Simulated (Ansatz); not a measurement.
Basis-set extrapolation for CH3BCl2O (`OB(Cl)CCl`) (PBE0-D4/def2-TZVP geometry, frozen core, Ansatz). Multiplicity 1, RHF reference.

```
                       def2-TZVPP    def2-QZVPP
                 HF  -1058.356293  -1058.388103
    MP2 correlation     -0.883787     -0.959989
CCSD(T) correlation     -0.967690       not run
```

Energies in hartree. Use E(X) = E(∞) + A·exp(−7.88·√X) for Hartree–Fock and E(X) = E(∞) + B·X^(−2.97) for correlation, with X = 3 and 4, and add CCSD(T) minus MP2 of the smaller set to the MP2 limit.

Task: What is the CCSD(T) energy at the basis-set limit?

Result: HF limit: -1058.388103 + (-0.031810) × 0.13774 = -1058.39248. MP2 limit: -0.959989 + (-0.076202) × 0.74074 = -1.01643. Higher-order term: -0.967690 − (-0.883787) = -0.08390. Total: -1059.49281 hartree, 105.9 kcal/mol below CCSD(T)/def2-TZVPP.
